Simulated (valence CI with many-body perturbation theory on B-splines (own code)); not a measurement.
# Ar²⁺: key properties

Calculated by configuration interaction combined with many-body perturbation theory (CI+MBPT): six valence electrons over a frozen Dirac-Fock core [Ne], radial functions for each j: 9 s, 9 p, 8 d, 6 f, 3 g, 1 h, with the one-electron correlation potential Σ1 (screened to all orders), the two-electron term Σ2, the three-electron term Σ3, Breit, model QED; selected single and double excitations, second order for the rest, scaled by the run's own slope (own B-spline code, finite nucleus).

Set against measurement, 28 paired levels are off by 170 cm⁻¹ on average, the worst by 441. These come from a selection out of Saloman, J. Phys. Chem. Ref. Data 39, 033101 (2010). Levels without a partner in it may be off by more. Among the levels kept, up to 2000 cm⁻¹ of a level comes from second order outside the variational space, and about a tenth of that is noise between levels of different J, which matters for small intervals.

Rates and lifetimes use the calculated energies. Strong lines usually hold to 10 to 20 %, long lifetimes can be off by a factor of two.

Question: What is the ground level?

Answer: 3s²3p⁴ ³P_2, composition 94 % 3s²3p⁴ ³P, g = 1.499.

Question: Among levels below 23.176 eV, which E1 lines absorb most strongly from the ground level?

Answer: to 3s²3p³4s ³S°_1 at 55.48 nm, f = 0.133; to 3s3p⁵ ³P°_2 at 88.02 nm, f = 0.0266; to 3s3p⁵ ³P°_1 at 87.26 nm, f = 0.00894.

Question: How is the term ³P of the ground level split?

Answer: J = 2 at 0.000, J = 1 at 0.138, J = 0 at 0.196 eV.

Question: Name the longest-lived excited levels whose lifetime is computed, and their main decay.

Answer: 3s²3p⁴ ³P_0 at 0.196 eV lives 187 s, mostly by M1 to 3s²3p⁴ ³P_1; 3s²3p⁴ ³P_1 at 0.138 eV lives 31.9 s, mostly by M1 to 3s²3p⁴ ³P_2; 3s²3p⁴ ¹D_2 at 1.752 eV lives 2.41 s, mostly by M1 to 3s²3p⁴ ³P_2. The lifetime of 3s²3p³3d ³G°_4 is too uncertain to give, and may be longer. The lifetime of 3s²3p³3d ³G°_5 is too uncertain to give, and may be longer.

Question: How well does LS coupling describe the low levels?

Answer: Among the lowest 20 levels the leading LS term, summed over configurations, holds 100 % on average. For single configurations the figures are 88 % in LS and 53 % in jj coupling. Terms hardly mix: every one of these levels is at least 95 % one term.

Question: What are the static dipole polarisabilities of the lowest levels?

Answer: 3s²3p⁴ ³P_2 4.67 (tensor 0.035); 3s²3p⁴ ³P_1 4.69 (tensor -0.015); 3s²3p⁴ ³P_0 4.67; 3s²3p⁴ ¹D_2 4.72 (tensor -0.080) bohr³, of which the core gives 0.0371.

Question: What is the ionisation energy?

Answer: 40.656 eV; NIST lists 40.735 ± 0.012 eV (semi-empirical).
